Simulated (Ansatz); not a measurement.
`[CH3][Al]([CH3])[BH][SiH3]` + `C#CN[SiH3]` → `C#[C][Al]([CH3])[CH3]` + `[SiH3]BN[SiH3]`  (redistribution)

Computed with Ansatz on PBE0-D4/def2-TZVP structures; ΔE is electronic, products minus reactants. CCSD(T)/CBS adds triple-zeta CCSD(T) − MP2 to the extrapolated MP2 energy (def2 sets, frozen cores). DFT in def2-TZVPP. One conformer a species, not always the lowest.

`[CH3][Al]([CH3])[BH][SiH3]`:

Z-matrix (Å, degrees):
```
C
Al 1 1.963
H 1 1.097 2 109.7
H 1 1.095 2 111.1 3 -117.4
H 1 1.092 2 114.0 3 120.2
C 2 1.962 1 119.1 3 75.9
B 2 2.116 1 120.1 3 -106.4
H 6 1.094 2 111.7 1 -34.9
H 6 1.093 2 113.6 1 -157.7
H 6 1.097 2 109.4 1 82.9
Si 7 2.005 2 123.6 1 -94.9
H 7 1.202 2 121.9 1 89.2
H 11 1.491 7 114.6 2 24.0
H 11 1.491 7 115.8 2 150.3
H 11 1.498 7 103.7 2 -92.0
```

`C#CN[SiH3]`:

```xyz
9

C     1.035    1.254    1.716
C     0.268    0.911    0.855
N    -0.551    0.481   -0.110
Si   -0.316   -1.016   -0.968
H     1.706    1.567    2.478
H    -1.336    1.077   -0.323
H    -1.438   -1.086   -1.935
H     0.988   -1.018   -1.676
H    -0.356   -2.171   -0.037
```

`C#[C][Al]([CH3])[CH3]`:

Cartesian coordinates in Å:
```
C 3.009 -0.570 -0.136
C 1.820 -0.346 -0.081
Al -0.064 0.007 0.015
C -1.066 -0.650 1.549
C -0.863 1.010 -1.450
H 4.057 -0.766 -0.186
H -1.882 -1.308 1.230
H -1.536 0.178 2.091
H -0.444 -1.203 2.256
H -0.746 0.470 -2.396
H -0.357 1.972 -1.585
H -1.928 1.207 -1.306
```

`[SiH3]BN[SiH3]`:

```xyz
12

Si    1.613    0.901    0.455
B     0.883   -0.861   -0.221
N    -0.477   -1.116   -0.429
Si   -1.824   -0.026   -0.170
H     0.578    1.941    0.726
H     2.568    1.468   -0.541
H     2.370    0.682    1.721
H     1.663   -1.744   -0.459
H    -0.720   -2.036   -0.769
H    -1.903    0.389    1.252
H    -1.701    1.180   -1.024
H    -3.052   -0.776   -0.539
```

| level | ΔE (kJ/mol) |
| --- | --- |
| ωB97M-V | -279.5 |
| B2PLYP | -278.7 |
| PBE | -253.5 |
| PBE0 | -257.4 |
| HF/def2-TZVPP | -272.8 |
| CCSD/def2-TZVPP | -279.6 |
| HF/CBS(def2) | -272.9 |
| MP2/CBS(def2) | -290.8 |

(1) What does CCSD(T)/CBS give? (Best estimate.)

Largest T1 diagnostic among the species: 0.014.

Results:

(1) Ansatz gave: -282.1 kJ/mol. The listed levels differ from it by 2.6, 3.4, 28.6, 24.7, 9.3, 2.5, 9.2, -8.7 kJ/mol.

In def2-TZVPP, CCSD(T) changes the Hartree–Fock value by −9.7 kJ/mol (the triples alone add −2.9 kJ/mol) and MP2 by −18.4 kJ/mol. The D4 term adds −3.6 kJ/mol with B3LYP and −1.8 kJ/mol with PBE0; it sums over pairs of atoms, weighted by their polarisabilities, and B3LYP, whose exchange is more repulsive, gets the larger term. From PBE to PBE0 (25 % exact exchange), in def2-TZVPP and without D4, ΔE moves by −4.0 kJ/mol.

B3LYP here is the variant with VWN-RPA as its local correlation; programs differ in this.
